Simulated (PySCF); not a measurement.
Compound: C₅H₄F₃NO.
SMILES with atom numbers: `[NH2:1][C:2](=[O:3])/[CH:4]=[CH:5]/[C:6]([F:7])=[C:8]([F:9])[F:10]` (hydrogens: H11, H12 on N1; H13 on C4; H14 on C5)

The calculation used PySCF 2.14.0, density-fitted response routines, TDDFT CAM-B3LYP/def2-SVPD, vertical, gas phase, core orbitals frozen in the response. The structure is a single PBE0-D3(BJ)/def2-SVP conformer in the gas phase; no vibrational or solvent corrections. Torsions of this conformer, `[NH2:1][C:2](=[O:3])/[CH:4]=[CH:5]/[C:6]([F:7])=[C:8]([F:9])[F:10]`: N1–C2–C4–C5 180°, C4–C5–C6–F7 0°, H–N1–C2–O3 0°, H–N1–C2–O3 180°.

```tsv
state	E (eV)	λ (nm)	ν̃ (cm⁻¹)	f	|μ| (D)	symmetry	main configurations (H = HOMO, L = LUMO)
S1	4.63	267.8	37340	0.0000	0.01	–	H-1→L (90%), H-1→L+4 (8%)
S2	5.13	241.8	41350	0.713	6.05	A′	H→L (97%)
S3	5.94	208.7	47920	0.106	2.17	A′	H-2→L (96%)
S4	6.35	195.4	51180	0.0011	0.21	–	H→L+1 (77%), H→L+2 (10%)
S5	7.04	176.1	56800	0.0029	0.33	A″	H→L+2 (61%), H→L+3 (26%)
S6	7.07	175.4	57020	0.038	1.18	A′	H-3→L (94%)
S7	7.31	169.7	58930	0.0076	0.52	A″	H-2→L+2 (38%), H-2→L+1 (26%), H→L+3 (10%)
S8	7.42	167.1	59840	0.011	0.63	A″	H→L+6 (19%), H→L+2 (16%), H→L+3 (13%)
S9	7.53	164.6	60760	0.060	1.44	A′	H-1→L+1 (54%), H-1→L+2 (29%)
S10	7.57	163.8	61030	0.0003	0.09	–	H-1→L+4 (49%), H-4→L (18%), H-1→L+7 (17%)
```

Triplets (Tamm–Dancoff): T1 2.81 eV, H→L (92%); T2 4.31 eV, H-1→L (86%), H-1→L+4 (10%); T3 4.66 eV, H-2→L (59%), H-3→L (17%), H→L+4 (8%); T4 4.91 eV, H-3→L (48%), H-2→L (22%), H→L+4 (12%).

The lowest singlet lies at 4.63 eV (268 nm, ultraviolet) and is dark (f under 0.0005); its leading configuration is HOMO-1→LUMO (90%). The most intense listed level is S2 at 5.13 eV (242 nm, f = 0.713), 0.50 eV above S1. Löwdin shares by element: HOMO carbon 70% or more (atoms not listed hold the other 31%); LUMO carbon 66% or more (atoms not listed hold the other 34%). Orbital energies (eV): HOMO-3 -10.95, HOMO-2 -9.57, HOMO-1 -9.26, HOMO -8.41, LUMO -0.94, LUMO+1 0.98, LUMO+2 1.24. The oscillator strengths of these states sum to 0.939; summed over the whole spectrum of an exact calculation they would give the number of electrons, 76 (Thomas–Reiche–Kuhn). Of the 10 states listed, 5 reach f = 0.01 and 2 stay under 0.0005. All these states lie below the vertical ionisation energy of 9.18 eV (ΔSCF). Symmetry labels in Cs follow from the direction of the transition dipole and are given only for states with f of 0.002 or more. Only the lowest 10 singlets were computed, as vertical energies without vibronic structure.
